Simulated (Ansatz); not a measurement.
System: LiCl, net charge 1, doublet state. 
Coordinates optimised at B3LYP-D3(BJ)/def2-TZVP (Ansatz, a quantum-chemistry and plane-wave program):
```
Li
Cl 1 2.3829
```
Charge +1, spin multiplicity 2.

Basis-set convergence of Hartree-Fock and MP2 correlation energies (hartree) with Ansatz. Cores are frozen in the correlated levels unless marked. UHF or UKS for open shells. No spin-orbit coupling. No relativistic terms.

```csv
basis,functions,E(HF),"E(corr, MP2)"
def2-SVPD,39,-466.57644,-0.11943
def2-TZVPPD,73,-466.73096,-0.15946
def2-QZVPPD,114,-466.74435,-0.17606
```

Extrapolating the two largest sets (X = 3 and 4) as X^-3: E(corr) = (64·(-0.17606) - 27·(-0.15946))/37 = -0.1882 Eh, an estimate of the basis-set limit. The largest set recovers 93.6 % of it, the smallest 63.5 %.
